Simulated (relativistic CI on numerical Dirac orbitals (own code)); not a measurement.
Ni⁸⁺: what numerical and physical settings do to a radial Dirac CI calculation

Reference input:

```
atom Ni  Z=28  charge=8  electrons=20
nucleus A=58  rms_radius_fm=3.7757
hamiltonian dirac-coulomb  breit=on  qed=on  c_scale=1
orbitals kli  potential=per-configuration
slater_scale 1
correlation none
mixing on
grid step=0.0125 r_max=11.4
scf mixing=0.4 start=green max_iterations=150 tolerance=2e-08 node_fill=0.05
configurations
  [Ar] 3d2
end
```

Computed lowest total energy -1496.92546 Ha, first excitation 1839.0 cm⁻¹, 10 SCF steps. Runs with settings changed; * marks those that are bad on purpose:

```
                                    Changed    Outcome  Lowest level    ΔE (Ha)  First excitation (cm⁻¹)  SCF steps                                                  Message
                end of the grid at 5.7 bohr  converged       3d² ³F2  -1.59e-12                   1839.0         10                                                         
end of the grid at 34.2 bohr, QED terms off  converged       3d² ³F2     -0.405                   1831.4         10                                                         
                            SCF mixing 0.05  converged       3d² ³F2  -8.69e-11                   1839.0         12                                                         
             grid step 0.02, Breit term off  converged       3d² ³F2     -0.604                   2031.0         10                                                         
                                 charge 9 *    refused                                                            0  configuration [Ar] 3d2 has 20 electrons, the ion has 19
          node fill of the KLI weights 50 *  converged       3d² ³F2      0.326                   2047.6         11
```
